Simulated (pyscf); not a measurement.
## H₂N–B(F)–Cl (SMILES NB(F)Cl), singlet

Gas-phase minimum from PySCF at ωB97X-D3(BJ)/def2-SVP, one conformer. 

```xyz
6

N      0.7359     0.1723     0.3629
B     -0.1272     0.4920    -0.6851
F     -0.4584     1.7599    -0.9327
Cl    -0.8122    -0.7709    -1.7228
H      1.0084    -0.7779     0.5741
H      1.1346     0.8821     0.9649
```
Charge 0, spin multiplicity 1.

Bonded distances (Å): N1–B2 1.395, N1–H5 1.011, N1–H6 1.013, B2–F3 1.334, B2–Cl4 1.772. Angles (°): B2–N1–H5 122.6, B2–N1–H6 122.0, H5–N1–H6 115.4, N1–B2–F3 120.7, N1–B2–Cl4 121.1, F3–B2–Cl4 118.2.

Properties at ωB97X-D3(BJ)/def2-SVP:

```
Property                                                                                                                                                                             Result
---------------------------------------------------------------------------------------------------------------------  --------------------------------------------------------------------
Harmonic wavenumbers, unscaled                                                                                         322, 386, 462, 547, 603, 659, 898, 1259, 1439, 1606, 3650, 3763 cm⁻¹
Zero-point energy                                                                                                                                                             22.3 kcal/mol
Rotational symmetry number                                                                                                                                                                1
Entropy of this conformer at 298 K and 1 atm, rigid rotor and harmonic oscillator, modes under 100 cm⁻¹ raised to 100                                                       288.7 J/(mol K)
Dipole moment                                                                                                                                                                        2.94 D
```

Single-point totals, which compare only within one level (frozen core for MP2 and CC):

```json
[
 {"level": "ωB97X-D3(BJ)/def2-TZVP", "total energy (hartree)": "-641.14164"},
 {"level": "PBE/def2-TZVP", "total energy (hartree)": "-640.70542"},
 {"level": "r²SCAN/def2-TZVP", "total energy (hartree)": "-640.97856"},
 {"level": "B3LYP-D3(BJ)/def2-TZVP", "total energy (hartree)": "-641.12271"},
 {"level": "PBE0-D3(BJ)/def2-TZVP", "total energy (hartree)": "-640.75418"},
 {"level": "M06-2X/def2-TZVP", "total energy (hartree)": "-641.01740"},
 {"level": "ωB97M-D3(BJ)/def2-TZVP", "total energy (hartree)": "-641.18961"},
 {"level": "HF/def2-TZVPP", "total energy (hartree)": "-639.49005"},
 {"level": "MP2/def2-TZVPP", "total energy (hartree)": "-640.23424"},
 {"level": "CCSD/def2-TZVPP", "total energy (hartree)": "-640.25944"},
 {"level": "CCSD(T)/def2-TZVPP", "total energy (hartree)": "-640.28770"}
]
```

The CCSD(T) − MP2 part came from Ansatz, without density fitting, on the same reference.
